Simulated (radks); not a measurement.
Results of a calculation; reference values are marked as such.
Question: These are the eigenvalues of the occupied orbitals of an atom or ion with whole-number occupations (hartree). Code: a radial shooting solver on a logarithmic mesh with Libxc functionals. Model: Dirac Kohn-Sham, PBE, spin-unpolarised, spherical densities, finite nucleus; Fermi nuclear charge, rms radius of each element as measured or else 0.836 A^(1/3) + 0.57 fm.

| orbital | eigenvalue |
|---|---|
| 1s1/2 | -2322.264 |
| 2s1/2 | -396.5745 |
| 2p1/2 | -378.6509 |
| 2p3/2 | -337.5867 |
| 3s1/2 | -91.28628 |
| 3p1/2 | -83.34461 |
| 3p3/2 | -74.58663 |
| 3d3/2 | -61.08608 |
| 3d5/2 | -59.17423 |
| 4s1/2 | -19.61936 |
| 4p1/2 | -16.38186 |
| 4p3/2 | -14.38325 |
| 4d3/2 | -9.05384 |
| 4d5/2 | -8.68776 |
| 5s1/2 | -3.87574 |
| 5p1/2 | -2.94390 |
| 5p3/2 | -2.66062 |
| 4f5/2 | -2.14365 |
| 4f7/2 | -2.08446 |

Which element is it, and in what charge state? The configuration may be excited. Open shells, if any, fill j = l - 1/2 first.

Answer: Z = 71, lutetium, charge +4: Lu4+ in [Xe] 4f13. The list shows which subshells hold electrons but not how many an open one holds; the 1s level, -2322.3 hartree, gives Z - s = 68.2 by -(Z - s)^2/2, which with screening and relativity narrows Z to a few neighbours, and the depths of the outer levels then fix element, charge and occupations together.
